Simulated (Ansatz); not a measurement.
Reaction (formal exchange of groups at a C–Si bond): `C[SiH2]C=N` + `BCOC` → `COCBC=N` + `C[SiH3]`

Isolated molecules relaxed with PBE0-D4/def2-TZVP in Ansatz; ΔE leaves out vibrations. CCSD(T)/CBS adds triple-zeta CCSD(T) − MP2 to the extrapolated MP2 energy (def2 sets, frozen cores). This one scheme is used for every species. DFT in def2-TZVPP. One conformer a species, not always the lowest.

| level | ΔE (eV) |
| --- | --- |
| B2PLYP | -0.22 |
| HF/def2-TZVPP | -0.24 |
| HF/CBS(def2) | -0.23 |
| MP2/CBS(def2) | -0.19 |

Question: What does CCSD(T)/CBS give? (Estimate.)

Answer: Computed: -0.21 eV. The listed levels differ from it by -0.01, -0.03, -0.02, 0.02 eV.

Largest T1 diagnostic among the species: 0.012.
